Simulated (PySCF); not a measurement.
CH5FGeO. Atoms are numbered in the order given.

```xyz
9

Ge     0.5517     0.0660    -0.3029
F      0.8516     0.8573     1.2221
O     -0.8788    -0.9385    -0.1068
C     -2.1363    -0.3440     0.1381
H      1.7186    -0.8722    -0.5868
H      0.2811     1.1948    -1.3048
H     -2.1858     0.1033     1.1467
H     -2.3759     0.4435    -0.6024
H     -2.9089    -1.1252     0.0665
```

Coordinates come from a ωB97X-D3(BJ)/def2-SVP optimisation. This is a generated structure with no PubChem entry under its InChIKey; it may be hypothetical. Other conformers were not sampled.

These are PBE/pcSseg-1 (PySCF) values and carry that method's errors.

GIAO shieldings, no solvent; atoms listed in one row are averaged. δ = σ(ref) − σ: ⁷³Ge against GeH4 (σ = 1614.4 ppm); ¹⁹F against CFCl3 (σ = 133.6 ppm); ¹⁷O against H2O (σ = 334.3 ppm); ¹³C against TMS (σ = 182.0 ppm); ¹H against TMS (σ = 31.49 ppm), references at their B3LYP-D3(BJ)/def2-TZVP geometries, non-relativistic.

```tsv
nucleus	atoms	count	δ (ppm)
⁷³Ge	Ge1	1	378.0
¹⁹F	F2	1	-206.2
¹⁷O	O3	1	71.0
¹³C	C4	1	60.6
¹H	H6	1	6.06
¹H	H5	1	5.86
¹H	H7, H8, H9	3	4.28
```
